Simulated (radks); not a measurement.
The lithium anion Li- inside a hard spherical wall (all orbitals vanish at R), configuration held at [He] 2s2 and not refilled when levels cross. Method: non-relativistic Kohn-Sham, PBE, spin-polarised, spherical densities, point nucleus; computed with a radial shooting solver on a logarithmic mesh with Libxc functionals. Eigenvalues in eV for spin up, with the zero of energy where the potential of the charges vanishes at infinity; a dash marks a level that is unbound or too diffuse for the functional's potential to be trusted. A positive occupied level is held by the wall or, in an anion where self-interaction has pushed it up, behind a barrier. The pressure on the wall is -dE/dV.

| R (bohr) | E (hartree) | kinetic (hartree) | e(1s) | e(2s) | e(2p, empty) | e(3s, empty) | pressure (GPa) |
|---|---|---|---|---|---|---|---|
| 20 | -7.48048 | 7.425 | -46.902 | 0.935 | 1.863 | 2.031 | 0.000842 |
| 15 | -7.47857 | 7.432 | -46.619 | 1.117 | 2.289 | 3.030 | 0.00882 |
| 12 | -7.47339 | 7.451 | -46.097 | 1.438 | 2.811 | 4.441 | 0.0513 |
| 10 | -7.46267 | 7.486 | -45.321 | 1.921 | 3.500 | 6.353 | 0.200 |
| 8 | -7.43181 | 7.574 | -43.781 | 2.958 | 4.865 | 10.245 | 0.945 |
| 7 | -7.39627 | 7.665 | -42.493 | 3.931 | 6.071 | 13.808 | 2.28 |
| 5 | -7.18838 | 8.128 | -37.789 | 8.458 | 11.123 | 29.822 | 18.9 |
| 4 | -6.86387 | 8.788 | -33.206 | 14.470 | 16.969 | 49.916 | 73.2 |
| 3 | -5.95766 | 10.514 | -24.902 | 29.784 | 29.661 | 96.682 | 403 |
| 1.5 | 3.48840 | 25.515 | 16.233 | 170.12 | 118.33 | 453.94 | 20200 |
